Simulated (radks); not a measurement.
Species: Pb III. Configuration: [Hg]. Method: scalar-relativistic Kohn-Sham, PBE, spin-polarised, spherical densities, point nucleus; hard spherical wall at 4 bohr; computed with a radial shooting solver on a logarithmic mesh with Libxc functionals. Some entries of the table are withheld. Estimate them.

orbital,occ.,eigenvalue (hartree),r(max) (bohr),<r> (bohr)
1s,2,-3239.597,0.009837,(1)
2s,2,-579.8895,0.05713,0.06758
2p,6,-497.3834,0.04761,0.06144
3s,2,-139.6300,0.1611,0.1745
3p,6,-115.9787,0.1613,0.1765
3d,10,-91.88533,0.1314,0.1599
4s,2,-32.04760,0.3622,0.3842
4p,6,-24.29868,0.3824,0.4100
4d,10,-15.33773,0.3884,0.4310
5s,2,-5.86040,0.7888,0.8537
4f,14,-5.44485,0.3498,0.4539
5p,6,-3.71845,0.8821,0.9777
5d,10,(2),1.072,1.289
6s,2,-0.93690,1.896,2.023
6p,0,(3),(4),2.262
5f,0,0.24101,2.288,2.245
7s,0,0.59853,3.047,(5)

Answer. 
(1) 1s <r> (bohr): 0.01604
(2) 5d eigenvalue (hartree): -1.34204
(3) 6p eigenvalue (hartree): -0.47407
(4) 6p r(max) (bohr): 2.238
(5) 7s <r> (bohr): 2.467
